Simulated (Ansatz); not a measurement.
System: MoO, charge 0, quintet. MoO (SMILES [Mo]=[O], quintet).
B3LYP-D3(BJ)/def2-TZVP minimum from Ansatz (a quantum-chemistry and plane-wave program):
```
Mo
O 1 1.6977
```
Charge 0, spin multiplicity 5.

Total energies in def2-QZVPP, 12 correlated electrons, 5 frozen orbitals. UHF or UKS for unpaired electrons; spin-orbit terms are left out. Correlated methods leave the cores frozen (noble-gas shells, and filled d and f shells in the p block). Past Kr the def2 sets carry scalar-relativistic core potentials. The UHF reference of MoO ([O]=[Mo], quintet) is spin-contaminated (<S^2> up to 0.53 over the pure value in the sets run).

| method | program | energy (Eh) | minus CCSDT(Q) (mEh) |
|---|---|---|---|
| HF | Ansatz | -142.42670 | 420.98 |
| MP2 | Ansatz | -142.79525 | 52.44 |
| CCSD | Ansatz | -142.81789 | 29.80 |
| CCSD(T) | Ansatz | -142.84164 | 6.04 |
| CCSDT(Q) | Ansatz | -142.84768 | 0.00 |

Rough core times of Ansatz's runs on a shared machine: CCSD(T) 6 min, CCSDT(Q) 2 h.
